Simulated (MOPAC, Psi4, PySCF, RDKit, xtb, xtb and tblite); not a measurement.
Two geometries of H₆BNSi, SMILES N[SiH2]B, relaxed at GFN2-xTB with one dihedral held; other torsions can differ between them too.

Structure A

```
9

B     -1.5288     0.5546     0.0327
Si     0.0349    -0.6208    -0.0035
N     -0.0322    -1.6465     1.3953
H     -1.4202     1.7184     0.0685
H     -2.6213     0.1341     0.0203
H      1.3703    -0.0172     0.1440
H      0.1394    -1.3801    -1.2796
H      0.7277    -2.2885     1.5556
H     -0.9026    -2.1029     1.6189
```

Structure B

```
9

B      1.5283     0.5553     0.0386
Si    -0.0335    -0.6151    -0.0077
N     -1.4825     0.3362     0.0179
H      1.4491     1.7218     0.0774
H      2.6076     0.1042     0.0132
H     -0.2027    -1.4092    -1.2391
H     -0.0311    -1.6348     1.0756
H     -2.3747    -0.1292    -0.0249
H     -1.5444     1.1215     0.6454
```

Which is lower in energy at the level DF-MP2 (frozen core)/cc-pVTZ // GFN2-xTB (Psi4 1.11), and by how much?

B is lower, by 1.69 kJ/mol (dihedral H4–B1–Si2–N3: 120° in A, 0° in B).

E(B) − E(A) in kJ/mol at the other levels, on the same two geometries: GFN2-xTB (xtb and tblite) -1.37; PBE0/def2-TZVP // GFN2-xTB (Psi4) -3.48; PBE0-D3(BJ)/def2-TZVP // GFN2-xTB (Psi4) -3.48; PBE/def2-TZVP // GFN2-xTB (Psi4) -4.50; PBE-D3(BJ)/def2-TZVP // GFN2-xTB (Psi4) -4.51; M06-2X/def2-TZVP // GFN2-xTB (Psi4) -3.18; HF/cc-pVTZ // GFN2-xTB (Psi4) -1.19; UFF // GFN2-xTB (RDKit) -0.05; PM3, restricted, heats of formation // GFN2-xTB (MOPAC) -7.85; AM1, restricted, heats of formation // GFN2-xTB (MOPAC) -5.38; GFN1-xTB // GFN2-xTB (xtb) -1.74; restricted B3LYP/6-31G*, spherical d // GFN2-xTB (PySCF) -2.11; restricted LDA (SVWN5)/6-31G*, spherical d // GFN2-xTB (PySCF) -4.67; restricted Hartree-Fock/STO-3G // GFN2-xTB (PySCF) -1.64; restricted B3LYP/3-21G // GFN2-xTB (PySCF) -2.75.
